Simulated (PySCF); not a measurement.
NMR problem set

PySCF calculation with GIAO PBE0/pcSseg-1 shieldings and coordinates at the GFN2-xTB level; fast rotation and ring inversion assumed for equivalent nuclei, a single conformation, no relativistic terms, no solvent.

Shifts are taken against calculated references (same method and geometry level): TMS for $^{1}$H (σ = 31.72 ppm) and $^{13}$C (σ = 186.93 ppm). Where no couplings were computed, multiplicities follow the n + 1 count of equivalent neighbours, and m marks all less simple cases (inequivalent or close neighbours, rings, F or P nearby). Shifts are as computed. Against solution values, carbons near 30 ppm lie about +3 ppm off and those near 130 ppm about +5 ppm. Of 1309 compounds with measured shifts, 239 miss one by over three times the rms of a fit or turn the order of signals round; such compounds aren't used in these exercises.

Question: C5H5N3O. $^{1}$H NMR (400 MHz, computed): δ 9.41 (s, 1H), 8.19 (m, 1H), 7.95 (s, 1H), 7.49 (m, 1H), 6.34 (m, 1H). $^{13}$C{$^{1}$H} NMR (computed): δ 166.6 (CH), 162.6 (C), 158.1 (CH), 137.8 (CH2), 130.6 (CH). Give a structure.

Answer: `C=Cc1ncnn1C=O`. The formula gives 5 degrees of unsaturation (1 ring in the answer). 5 carbon signals for 5 carbons: no two carbons are equivalent. Carbon types of the structure: 1 × C, 3 × CH, 1 × CH2, which accounts for all hydrogens. δC 166.6: amide carbonyl carbon; lone-pair donation from the attached heteroatom keeps it upfield of a ketone carbonyl. δC 158.1: aromatic CH between two ring heteroatoms. δC 137.8: terminal =CH2 carbon; an sp2 carbon of a C=C bond. δC 130.6: alkene CH; the olefinic region.

This is the structure that produced the data.

Question: C8H6. $^{1}$H NMR (500 MHz, computed): δ 5.91 (m, 1H), 2.64 (s, 2H), 1.91 (m, 3H). $^{13}$C{$^{1}$H} NMR (computed): δ 235.9, 97.7, 89.5, 80.3, 79.2, 17.4. Identify the compound.

Answer: `C#CC(C#C)=C=CC`. The formula gives 6 degrees of unsaturation (no ring in the answer). 6 carbon signals for 8 carbons: some carbons are equivalent by symmetry or fast rotation. Carbon types of the structure: 4 × C, 3 × CH, 1 × CH3, which accounts for all hydrogens. δC 235.9: central carbon of an allene; the central sp carbon of an allene is among the most deshielded carbons of hydrocarbons. δC 97.7, 79.2: terminal carbon of a cumulated C=C=C unit. δC 89.5: terminal alkyne carbon; sp carbons lie upfield of alkene carbons because the cylindrical π system leaves one tensor component strongly shielded. δC 80.3: alkyne carbon; the triple bond shields along its axis, which puts it between sp3 and sp2 carbons.

The shifts were computed for this structure.
